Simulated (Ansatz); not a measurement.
`SBBCl` + CH₃NH₂ → `CNBCl` + `BS` at 400 K and 1 bar (cleavage of the B–B bond).

Calculated with Ansatz (gas phase, PBE0-D4/def2-TZVP geometries, no zero-point term in ΔE). CBS: MP2 limit from def2 TZ/QZ plus the TZ coupled-cluster correction, frozen cores. This one scheme is used for every species. Each species was taken in one conformer, which may not be the lowest.

```
species  CCSD(T)/CBS energy (Eh)  H − E (kJ/mol)  S (J/(mol·K))
`SBBCl`               -908.98400           121.0          346.5
 CH₃NH₂                -95.75281           185.4          256.0
`CNBCl`               -580.41629           208.2          327.5
   `BS`               -424.38198            95.9          260.4
```

H − E and S are ideal-gas, rigid-rotor, harmonic terms from PBE0-D4/def2-TZVP, for one conformer and one mirror image of each species. 1 Eh = 2625.50 kJ/mol, R = 8.31446 J/(mol·K).

Problem. By hand: ΔE, ΔH, ΔS and ΔG.

Solution. ΔE = (-580.41629) + (-424.38198) − (-908.98400) − (-95.75281) = -0.06146 Eh = -161.4 kJ/mol. Δ(H − E) = 208.2 + 95.9 − 121.0 − 185.4 = -2.3, so ΔH = -163.7 kJ/mol. ΔS = 327.5 + 260.4 − 346.5 − 256.0 = -14.6 J/(mol·K). ΔG = -163.7 − 400 × (-14.6)/1000 = -157.9 kJ/mol.

Problem. By hand: the equilibrium constant, and the temperature at which ΔG would vanish if ΔH and ΔS stayed fixed.

Solution. log₁₀ K = −ΔG/(RT ln 10) = 20.6. ΔG = 0 at ΔH/ΔS = 11212 K, far beyond where these terms or the molecules hold.

The number of gas molecules stays the same, so ΔS is small and ΔH decides. A doubt of 5 kJ/mol in ΔE shifts log₁₀ K by 0.7 here. Other conformers and mirror images would add mixing entropy, several J/(mol·K) or more a flexible species. These are equilibria of isolated gas molecules and say nothing of rates. Largest T1 diagnostic: 0.015 (customary marks: 0.02 for closed shells, 0.045 for open ones).
